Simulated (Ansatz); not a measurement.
`CB[BH][InH][NH2]` + HCl → `[NH2][InH][Cl]` + `BBC`  (cleavage of the In–B bond)

Computed with Ansatz on PBE0-D4/def2-TZVP structures; ΔE is electronic, products minus reactants. CCSD(T)/CBS adds triple-zeta CCSD(T) − MP2 to the extrapolated MP2 energy (def2 sets, frozen cores). This one scheme is used for every species. DFT in def2-TZVPP. def2 core potentials past Kr. For In outer-core shells are correlated without core-valence functions, which leaves a few kJ/mol of doubt a bond. One conformer a species, not always the lowest.

```tsv
level	ΔE (kcal/mol)
r2SCAN0-D4	-26.7
ωB97M-V	-26.7
BHLYP	-30.4
HF/def2-SVP	-36.2
MP2/def2-SVP	-28.0
MP2/def2-TZVPP	-25.3
SCS-MP2/def2-QZVPP	-27.5
HF/CBS(def2)	-36.2
```

(1) What does CCSD(T)/CBS give? (Estimate.)

Largest T1 diagnostic among the species: 0.016.

Results:

(1) Computed: -25.6 kcal/mol. The listed levels differ from it by -1.1, -1.1, -4.8, -10.6, -2.4, 0.3, -1.9, -10.6 kcal/mol.

The D4 term adds +1.2 kcal/mol with B3LYP and +0.8 kcal/mol with PBE0; it sums over pairs of atoms, weighted by their polarisabilities, and B3LYP, whose exchange is more repulsive, gets the larger term. Leaving LDA and LC-ωPBE aside and taking each functional with its dispersion term where it has one, the values, not all of them listed here, spread over 7.2 kcal/mol, from BHLYP-D4 to PBE-D4. LDA lies +3.0 kcal/mol from PBE without D4.

B3LYP here is the variant with VWN-RPA as its local correlation; programs differ in this.
